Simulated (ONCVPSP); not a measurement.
# Scattering properties, ONCV potential for nickel (Ni)

Ni (Z = 28), optimised norm-conserving Vanderbilt (ONCV), made with ONCVPSP 4.0.1 (PBE, scalar-relativistic). Core [Ne], reference 3s2 3p6 3d8 4s1.75 4p0.25. Waves: 3s+4s: rc 1.40 bohr, ncon 5, nbas 8, qcut 6.4 1/bohr, 2 projectors; 3p+4p: rc 1.45 bohr, ncon 3, nbas 6, qcut 11.9 1/bohr, 2 projectors; 3d: rc 0.80 bohr, ncon 3, nbas 7, qcut 12.2 1/bohr, 2 projectors, debl 1.1 Ha. Local part: polynomial inside 0.70 bohr (lpopt 5, dvloc0 -1 Ha). Core correction: polynomial model core, fcfact 0.4.

The phase is arctan(r·R′/R) of the radial function R(r), unwrapped; energies in Ha, scanned from -6 to 5 Ha. A pole is an energy at which the radial function vanishes at the test radius. The pseudo phase is shifted by a multiple of π to meet the all-electron one at the reference energy, and phase errors are pseudo minus all-electron; the curves can meet again beyond the range given. Levels narrower than the energy grid can be missing from the lists of poles.

Question: For each channel, where are the poles, and over which energies does the pseudopotential scatter like the atom?

Answer:

```
channel  radius (bohr)  reference energy (Ha)  poles, all-electron  poles, pseudo  unbroken range about the reference energy with phases within 0.05 rad  phase error 1 Ha above the reference energy (rad)
      s           1.42                  -0.22                -3.81          -3.81                                                        the whole range                                             -0.001
      p           1.47                  -0.05                -2.32          -2.32                                                        the whole range                                             +0.000
      d           0.81                  -0.35                 4.55           4.55                                                        the whole range                                             -0.000
```

Note: ghosts flagged at negative energy: p at -386.6 eV; no localised positive-energy state flagged. A true bound ghost makes a file unfit for plane-wave use.

Phases in the s channel:

```json
{"E (Ha)": "-5.96", "all-electron": "1.197", "pseudo": "1.197"}
{"E (Ha)": "-5.40", "all-electron": "1.101", "pseudo": "1.101"}
{"E (Ha)": "-4.84", "all-electron": "0.787", "pseudo": "0.787"}
{"E (Ha)": "-4.28", "all-electron": "-1.030", "pseudo": "-1.030"}
{"E (Ha)": "-3.72", "all-electron": "-1.607", "pseudo": "-1.607"}
{"E (Ha)": "-3.16", "all-electron": "-1.750", "pseudo": "-1.750"}
{"E (Ha)": "-2.60", "all-electron": "-1.835", "pseudo": "-1.835"}
{"E (Ha)": "-2.04", "all-electron": "-1.913", "pseudo": "-1.913"}
{"E (Ha)": "-1.48", "all-electron": "-2.002", "pseudo": "-2.002"}
{"E (Ha)": "-0.92", "all-electron": "-2.123", "pseudo": "-2.123"}
{"E (Ha)": "-0.36", "all-electron": "-2.310", "pseudo": "-2.310"}
{"E (Ha)": "0.20", "all-electron": "-2.628", "pseudo": "-2.628"}
{"E (Ha)": "0.76", "all-electron": "-3.141", "pseudo": "-3.142"}
{"E (Ha)": "1.32", "all-electron": "-3.691", "pseudo": "-3.693"}
{"E (Ha)": "1.88", "all-electron": "-4.056", "pseudo": "-4.058"}
{"E (Ha)": "2.44", "all-electron": "-4.265", "pseudo": "-4.268"}
{"E (Ha)": "3.00", "all-electron": "-4.393", "pseudo": "-4.396"}
{"E (Ha)": "3.56", "all-electron": "-4.477", "pseudo": "-4.481"}
{"E (Ha)": "4.12", "all-electron": "-4.537", "pseudo": "-4.542"}
{"E (Ha)": "4.68", "all-electron": "-4.583", "pseudo": "-4.589"}
```
